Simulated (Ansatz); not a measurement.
Spectroscopic constants of CrCl, multiplicity 6 (the spin of the measured ground state). No spin–orbit coupling. Cr is treated without relativity. The T1 diagnostic near the minimum is 0.131, so single-reference values are doubtful.

The constants come from a fifth-degree fit in 1/R (seven points, main isotopes). In def2 and cc sets the state is the lowest found near the PBE0 minimum, followed along R.

Correlated levels freeze the inner cores; with def2 sets outer-core shells near the valence are correlated too. CBS: X⁻³ extrapolation of the correlation energy, Hartree–Fock from the larger set.

Run with Ansatz (a first-principles code) with Gaussian orbitals. Each number belongs to the level named beside it.

Question: What bond length and harmonic frequency does PBE/def2-TZVPP give, and what D_e (from each atom's lowest state at the same level)?

Answer: r_e = 2.184 Å, ω_e = 399 cm⁻¹, D_e = 3.92 eV.

Question: What bond length and harmonic frequency does CAM-B3LYP/def2-TZVPP give, and what D_e (from each atom's lowest state at the same level)?

Answer: r_e = 2.209 Å, ω_e = 393 cm⁻¹, D_e = 3.90 eV.

Question: What bond length and harmonic frequency does CCSD(T)/CBS(def2-TZVPP, def2-QZVPP) give?

Answer: r_e = 2.164 Å, ω_e = 442 cm⁻¹.

Doubts at one or more of the structures used: T1 above 0.05 (CCSD(T)/CBS(def2-TZVPP, def2-QZVPP)).
